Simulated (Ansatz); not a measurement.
CH₅InO₃ (`C[O][In]([OH])[OH]`). Total charge 0; spin multiplicity 1. In takes the def2 core potential. All single points use the PBE0-D4/def2-TZVP geometry. It is one conformer, not always the lowest.

```xyz
10

C     1.177    0.970   -1.088
O     0.248    1.236   -0.068
In   -0.776   -0.216    0.787
O    -2.060    0.187    2.217
O    -0.543   -2.105    0.228
H     1.601    1.923   -1.419
H     0.723    0.490   -1.967
H     2.011    0.338   -0.752
H    -2.485   -0.613    2.538
H     0.103   -2.211   -0.475
```

Task: What is the dipole moment at ωB97M-V/def2-TZVPP? (Estimate.)

Result: Ansatz gave: 1.99 D, with components (1.01, -1.17, -1.25) D in this frame, pointing from negative to positive charge.

Task: And with PBE, r2SCAN, B3LYP? (Best estimate.)

Result: The calculation gave: PBE 1.86 D, r2SCAN 1.92 D, B3LYP 1.99 D.

Task: Give the Mulliken charges with ωB97M-V, B3LYP, PBE in def2-TZVPP. (Best estimate.)

Result: Ansatz gave: 
```
atom  ωB97M-V  B3LYP    PBE
  C1    -0.19  -0.12  -0.14
  O2    -0.50  -0.50  -0.42
 In3     1.02   0.99   0.84
  O4    -0.49  -0.49  -0.44
  O5    -0.51  -0.51  -0.47
  H6     0.12   0.10   0.10
  H7     0.11   0.08   0.09
  H8     0.11   0.09   0.09
  H9     0.17   0.18   0.18
 H10     0.17   0.18   0.18
```

B3LYP here is the variant with VWN-RPA as its local correlation; programs differ in this.
